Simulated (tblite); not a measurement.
B3H9N2O2.
Numbering: `[OH:1][B:2]([OH:3])[BH-:4]1[NH2+:5][BH2-:6][NH2+:7]1` (hydrogens: H8 on O1; H9 on O3; H10 on B4; H11, H12 on N5; H13, H14 on B6; H15, H16 on N7)

Computed with GFN2-xTB (tblite), gas phase: Langevin dynamics at 200 K from the optimised GFN2-xTB geometry, time step 0.5 fs, friction 0.01 fs⁻¹, 2000 steps.

Start geometry:
```
atom  x, y, z in Å
O1      2.827   -0.229   -0.458
B2      1.575    0.302   -0.228
O3      1.464    1.615   -0.584
B4      0.239   -0.537    0.439
N5     -1.041   -0.592   -0.519
B6     -1.899    0.001    0.677
N7     -0.586    0.313    1.508
H8      2.939   -1.143   -0.207
H9      2.277    1.974   -0.944
H10     0.443   -1.631    0.877
H11    -0.976    0.034   -1.310
H12    -1.313   -1.506   -0.855
H13    -2.504    0.978    0.375
H14    -2.549   -0.844    1.199
H15    -0.569   -0.018    2.463
H16    -0.334    1.292    1.502
```

The statistics below take the 31 frames saved every 25 fs from 250 to 1000 fs; their kinetic temperature (all 3N coordinates) averages 195 K.

Question: How do the bond lengths spread?

Answer: 
```json
{"bond": "O1–B2", "start (Å)": "1.380", "mean (Å)": "1.387", "standard deviation (Å)": "0.030", "shortest (Å)": "1.329", "longest (Å)": "1.453"}
{"bond": "B2–O3", "start (Å)": "1.364", "mean (Å)": "1.371", "standard deviation (Å)": "0.033", "shortest (Å)": "1.310", "longest (Å)": "1.474"}
{"bond": "B2–B4", "start (Å)": "1.713", "mean (Å)": "1.712", "standard deviation (Å)": "0.037", "shortest (Å)": "1.643", "longest (Å)": "1.815"}
{"bond": "B4–N5", "start (Å)": "1.599", "mean (Å)": "1.608", "standard deviation (Å)": "0.029", "shortest (Å)": "1.562", "longest (Å)": "1.690"}
{"bond": "N5–B6", "start (Å)": "1.587", "mean (Å)": "1.597", "standard deviation (Å)": "0.032", "shortest (Å)": "1.540", "longest (Å)": "1.662"}
{"bond": "B6–N7", "start (Å)": "1.585", "mean (Å)": "1.588", "standard deviation (Å)": "0.032", "shortest (Å)": "1.538", "longest (Å)": "1.667"}
{"bond": "B4–N7", "start (Å)": "1.596", "mean (Å)": "1.598", "standard deviation (Å)": "0.024", "shortest (Å)": "1.546", "longest (Å)": "1.657"}
{"bond": "O1–H8", "start (Å)": "0.954", "mean (Å)": "0.956", "standard deviation (Å)": "0.023", "shortest (Å)": "0.911", "longest (Å)": "0.995"}
{"bond": "O3–H9", "start (Å)": "0.960", "mean (Å)": "0.960", "standard deviation (Å)": "0.012", "shortest (Å)": "0.927", "longest (Å)": "0.978"}
{"bond": "B4–H10", "start (Å)": "1.196", "mean (Å)": "1.199", "standard deviation (Å)": "0.030", "shortest (Å)": "1.143", "longest (Å)": "1.280"}
{"bond": "N5–H11", "start (Å)": "1.011", "mean (Å)": "1.015", "standard deviation (Å)": "0.018", "shortest (Å)": "0.984", "longest (Å)": "1.051"}
{"bond": "N5–H12", "start (Å)": "1.011", "mean (Å)": "1.013", "standard deviation (Å)": "0.020", "shortest (Å)": "0.975", "longest (Å)": "1.047"}
{"bond": "B6–H13", "start (Å)": "1.188", "mean (Å)": "1.191", "standard deviation (Å)": "0.027", "shortest (Å)": "1.152", "longest (Å)": "1.245"}
{"bond": "B6–H14", "start (Å)": "1.187", "mean (Å)": "1.190", "standard deviation (Å)": "0.024", "shortest (Å)": "1.142", "longest (Å)": "1.238"}
{"bond": "N7–H15", "start (Å)": "1.011", "mean (Å)": "1.013", "standard deviation (Å)": "0.018", "shortest (Å)": "0.969", "longest (Å)": "1.048"}
{"bond": "N7–H16", "start (Å)": "1.011", "mean (Å)": "1.014", "standard deviation (Å)": "0.014", "shortest (Å)": "0.984", "longest (Å)": "1.036"}
```

Question: Give the same statistics for bond angles, one of each kind among heavy atoms.

Answer: 
```csv
angle,start (°),mean (°),standard deviation (°),smallest (°),largest (°)
O1–B2–O3,113.6,113.5,3.3,107.4,119.9
O1–B2–B4,125.7,126.4,4.3,116.4,135.7
O3–B2–B4,120.6,119.8,4.0,112.5,127.4
B2–B4–N5,114.1,117.2,3.2,110.3,124.1
N5–B4–N7,90.3,90.5,1.9,87.1,94.1
B4–N5–B6,88.2,88.0,1.6,84.9,90.9
N5–B6–N7,91.2,91.3,1.5,88.8,93.9
```

Question: How far does each atom move about its mean position (frames aligned on the start, all atoms weighted alike), and what rms force does it feel?

Answer: 
```tsv
atom	rms displacement (Å)	rms force (eV/Å)
O1	0.15	1.39
B2	0.08	1.46
O3	0.17	1.32
B4	0.09	1.12
N5	0.09	1.40
B6	0.10	1.01
N7	0.09	1.29
H8	0.25	1.13
H9	0.24	0.65
H10	0.15	0.66
H11	0.18	0.80
H12	0.18	0.91
H13	0.28	0.67
H14	0.23	0.61
H15	0.18	0.81
H16	0.19	0.65
```

The displacements run from 0.08 to 0.28 Å, the largest at H13.

Question: How widely does the potential energy scatter, against a harmonic estimate?

Answer: Mean 0.32 eV above the start, standard deviation 0.079 eV, range 0.19 to 0.50 eV. For 42 classical harmonic modes at 200 K the canonical values are 42kT/2 = 0.36 eV and kT·√(42/2) = 0.079 eV.

The run is classical and short, so these are rough statistics of one trajectory.

What follows is the cost of the whole dynamics run. The run took 30 s wall on an Intel Xeon at 2.50 GHz with one thread, no GPU, shared host, and the process peaked at 0.18 GiB of memory.
